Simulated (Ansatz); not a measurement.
Reaction (cleavage of the Si–Si bond): `O[Si@H](Cl)[Si@@H](O)F` + `O[SiH](O)S` → `O[SiH](O)S[SiH](O)Cl` + `O[SiH2]F`

Gas-phase electronic energies from Ansatz, PBE0-D4/def2-TZVP geometries. CCSD(T)/CBS adds triple-zeta CCSD(T) − MP2 to the extrapolated MP2 energy (def2 sets, frozen cores). Functionals use def2-TZVPP. One conformer a species, not always the lowest.

```json
{"level": "CAM-B3LYP-D4", "ΔE (kcal/mol)": "-21.8"}
{"level": "PBE0", "ΔE (kcal/mol)": "-20.2"}
```

Question: What does CCSD(T)/CBS give? (An estimate is asked.)

Answer: Computed: -23.3 kcal/mol. The listed levels differ from it by 1.5, 3.1 kcal/mol.

Largest T1 diagnostic among the species: 0.012.

From BLYP to BHLYP (50 % exact exchange), in def2-TZVPP and without D4, ΔE moves by −3.7 kcal/mol. The D4 term adds −1.8 kcal/mol with B3LYP and −1.0 kcal/mol with PBE0; it sums over pairs of atoms, weighted by their polarisabilities, and B3LYP, whose exchange is more repulsive, gets the larger term. Leaving LDA and LC-ωPBE aside and taking each functional with its dispersion term where it has one, the values, not all of them listed here, spread over 4.0 kcal/mol, from BHLYP-D4 to PBE-D4. LDA lies −1.7 kcal/mol from PBE without D4.

B3LYP here is the variant with VWN-RPA as its local correlation; programs differ in this.
